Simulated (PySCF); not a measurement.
**Static response to an electric field**

Cycloheptatriene, C₇H₈.
Numbering: `[CH:1]1=[CH:2][CH:3]=[CH:4][CH2:5][CH:6]=[CH:7]1` (hydrogens: H8 on C1; H9 on C2; H10 on C3; H11 on C4; H12, H13 on C5; H14 on C6; H15 on C7)

Structure used (PBE0-D3(BJ)/def2-SVP), in Å, numbered top down from 1:
```
atom  x, y, z in Å
C1     1.193   -1.022   -0.126
C2     1.478    0.311   -0.204
C3     0.587    1.383    0.168
C4    -0.760    1.342    0.067
C5    -1.457    0.214   -0.633
C6    -1.264   -1.015    0.205
C7    -0.048   -1.589    0.341
H8     2.019   -1.720   -0.300
H9     2.512    0.588   -0.434
H10    1.052    2.283    0.586
H11   -1.357    2.155    0.493
H12   -2.522    0.433   -0.785
H13   -0.995    0.057   -1.625
H14   -2.130   -1.461    0.704
H15    0.020   -2.548    0.867
```

Level: B3LYP/def2-SVPD (PySCF), static field, nuclei fixed, core orbitals frozen in the response. The polarisability tensor in these axes (au):

```
x   96.82 -0.82 -1.49
y   -0.82 93.44 -1.75
z   -1.49 -1.75 57.86
```

**Question.** What are the eigenvalues, a third of the trace, and Δα (Δα² = ½Σ(αi − αj)² over the three pairs)?

**Answer.** Principal values 57.72, 93.37 and 97.04 au; mean 82.71 au = 12.26 Å³ = 13.64 × 10⁻⁴⁰ C²·m²/J; Δα = 37.62 au (45 % of the mean).

**Question.** What is the dipole moment, and where does it point?

**Answer.** (-0.31, 0.07, 0.11) D, 0.33 D in size, pointing from the negative to the positive side. Measured along this direction, the outermost atoms are H8 and H9 at the negative end and H12 at the positive end.

**Question.** In TDDFT the mean static polarisability is Σ f/ω² over all singlet excitations (ω in hartree). How much of it do the 10 lowest give? Their energies (eV) and oscillator strengths: 4.49, 0.0964; 4.93, 0.0047; 5.94, 0.0004; 6.27, 0.2993; 6.38, 0.0011; 6.46, 0.0023; 6.64, 0.0458; 6.73, 0.0444; 6.88, 0.0545; 6.95, 0.0435.

**Answer.** They add up to 12.41 au, 15.0 % of the 82.71 au; the largest single term is 5.63 au, from the state at 6.27 eV. Terms in order: 3.54, 0.14, 0.01, 5.63, 0.02, 0.04, 0.77, 0.73, 0.85, 0.67 au. Higher excitations give the rest. The strengths listed sum to 0.593.

**Question.** What are the principal values of the traceless quadrupole moment, Θ = ½Σq(3rr − r²1), about the centre of nuclear charge?

**Answer.** -5.23, 1.00, 4.23 D·Å. The values depend on the origin, since the dipole doesn't vanish. The electronic extent ⟨r²⟩ about the same centre is 652 bohr², a root-mean-square distance of 1.91 Å for the 50 electrons.

**Question.** What would n − 1 = 2πNα be for an ideal gas of these molecules at 273.15 K and 1 atm, electronic part alone?

**Answer.** N = p/kT = 2.6868 × 10¹⁹ cm⁻³, so n − 1 = 2π × N × 12.26 × 10⁻²⁴ cm³ = 2069 × 10⁻⁶ at long wavelengths, for an ideal gas.

**Question.** Find the Langevin capture rate constant for H3+ (3.023 u) meeting this molecule (92.063 u), k = 2.342 × 10⁻⁹ cm³/s × √(α in Å³ / reduced mass in u).

**Answer.** The reduced mass is 2.93 u, so k = 4.79 × 10⁻⁹ cm³/s. The formula leaves out the permanent dipole, which adds to the capture rate.

**Question.** What molar refraction does this α imply?

**Answer.** Lorentz–Lorenz: R = (4π/3)N_A α = 2.5225 cm³/(mol·Å³) × 12.26 Å³ = 30.9 cm³/mol, in the limit of long wavelengths.

Geometry: PBE0-D3(BJ)/def2-SVP, one conformer, isolated molecule.
